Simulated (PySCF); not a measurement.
1-[amino(fluoro)boranyl]propane (C3H9BFN), SMILES CCCB(N)F.

Geometry: B3LYP-D3(BJ)/def2-SVP. Other conformers were not sampled.

Vertical ionisation energy (IE) and electron affinity (EA) in eV. Rows of orbital energies are one-electron estimates. Where ΔSCF, EOM or ADC give a negative EA the extra electron is unbound and the value depends on the basis.

| level | IE | EA |
|---|---|---|
| −ε(HOMO), −ε(LUMO), CAM-B3LYP/def2-TZVP (PySCF) | [?] | [?] |
| −ε(HOMO), −ε(LUMO), PBE/def2-TZVP (PySCF) | 6.81 | -0.01 |

Complete the blanks. (The exact figures need the calculation; the answer reports its results.)


- −ε(HOMO), −ε(LUMO), CAM-B3LYP/def2-TZVP (PySCF), IE: 9.74
- −ε(HOMO), −ε(LUMO), CAM-B3LYP/def2-TZVP (PySCF), EA: -1.51
